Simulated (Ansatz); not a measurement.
An input meant for (F)3Sn-S-SiH3 (SiSnH3SF3) (charge 0, singlet).

```yaml
crystal:
  periodic: [false, false, false]
  atoms:
    - {symbol: Sn, position_ang: [1.504550, -0.149690, 0.744603]}
    - {symbol: F, position_ang: [1.154942, -1.312014, -0.782249]}
    - {symbol: F, position_ang: [3.163432, 0.784439, 0.378893]}
    - {symbol: F, position_ang: [1.923861, -1.310163, 2.240126]}
    - {symbol: S, position_ang: [-0.443468, 1.217238, 0.984064]}
    - {symbol: Si, position_ang: [-1.609110, 0.305768, -0.648273]}
    - {symbol: H, position_ang: [-0.951021, 0.525975, -1.974422]}
    - {symbol: H, position_ang: [-1.856285, -1.147671, -0.388764]}
    - {symbol: H, position_ang: [-2.886891, 1.086118, -0.553986]}
basis:
  gaussian: {orbitals: def2-SVP}
hamiltonian: {xc: {name: HF}}
correlation: {method: mp2, frozen_orbitals: {Sn: 0}}
accuracy: high
```

```sh
$ ansatz run in.yaml --threads 2 --pin off --events-out ev --progress --plain --max-ram 32768MiB --backend cpu
```

Q: Predict how Ansatz answers.

A: The input was rejected before any iteration. Frozen orbitals are typed for one element alone, and the program wants a count for each (the count typed has to fit that element's core, too).
```
Functional definition: HF
Error: "frozen_orbitals" has no count for F
```
